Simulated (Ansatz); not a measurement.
A search over several starts for the lowest SCF solution of the cluster Ti₃Si₃ at the given spin, in a small basis.

```yaml
crystal:
  periodic: [false, false, false]
  atoms:
    - {symbol: Ti, position_ang: [0.265090, 1.585683, 0.957015]}
    - {symbol: Ti, position_ang: [-0.439230, -1.139797, 0.976578]}
    - {symbol: Ti, position_ang: [0.720646, 0.611611, -1.193929]}
    - {symbol: Si, position_ang: [1.819984, -0.292064, 0.883728]}
    - {symbol: Si, position_ang: [-1.626290, 0.600436, -0.222806]}
    - {symbol: Si, position_ang: [-0.740209, -1.365870, -1.400587]}
basis:
  gaussian: {orbitals: def2-SVP}
magnetization: {spin_polarized: true, initial_magnetization: 0}
hamiltonian: {xc: pbe0, dispersion: d4}
output: {orbitals: {seedname: orbitals}}
```

```sh
$ ansatz run in.yaml --threads 4 --pin off --events-out ev --progress --plain --max-ram 4787MiB
```

Output, abridged:

```
Functional definition: PBE0
1548 factors; integrals over basis functions are off by at most 6.2e-4 eV
mean field evaluation 1: about -92916.5782 eV, gradient 5.0e1 eV
mean field evaluation 2: about -92774.6121 eV, gradient 1.3e2 eV
mean field evaluation 4: about -92915.0109 eV, gradient 5.6e1 eV
mean field evaluation 8: about -92931.4264 eV, gradient 9.6e-2 eV
mean field evaluation 16: about -92931.4959 eV, gradient 2.8e-1 eV
mean field evaluation 32: about -92931.7773 eV, gradient 1.8e-3 eV
mean field evaluation 64: about -92862.4853 eV, gradient 7.9e1 eV
mean field evaluation 96: about -92894.0540 eV, gradient 8.1e1 eV
mean field evaluation 128: about -92876.0650 eV, gradient 8.0e1 eV
mean field evaluation 160: about -92883.7153 eV, gradient 7.9e1 eV
mean field evaluation 192: about -92874.0590 eV, gradient 7.2e1 eV
mean field evaluation 224: about -92875.7145 eV, gradient 7.4e1 eV
mean field evaluation 256: about -92930.7380 eV, gradient 3.2e0 eV
mean field evaluation 288: about -92929.9624 eV, gradient 8.5e0 eV
mean field evaluation 320: about -92931.7416 eV, gradient 2.1e-1 eV
mean field evaluation 352: about -92931.5681 eV, gradient 1.2e0 eV
mean field evaluation 384: about -92931.7599 eV, gradient 3.8e-1 eV
mean field -92931.77734489 eV, -3415.1798260037 hartree, gradient 4.8e-6 eV, S^2 1.265350; 16 other end points of the search recorded, 0 dependent functions left out
reference -92931.77738815 eV, -3415.1798275935 hartree; 54, 54 occupied and 93, 93 virtual orbitals, 1548 factors
Total energy: -92932.09902800 eV, -3415.1916476399 hartree
```

Hardware: 4 threads of AMD EPYC 7B13 on a shared host. Wall time 2.1 min, peak host memory 1 GiB.

Other converged states that the search met: 0.31 eV higher (⟨S²⟩ = 0.00).

The unrestricted singlet has broken spin symmetry (⟨S²⟩ up to 1.27). At PBE0-D4/def2-TZVP a triplet of charge 0 lies 0.43 eV below the unrestricted singlet, which stands at the restricted singlet's geometry. The structure comes from a short search, and lower isomers may exist.
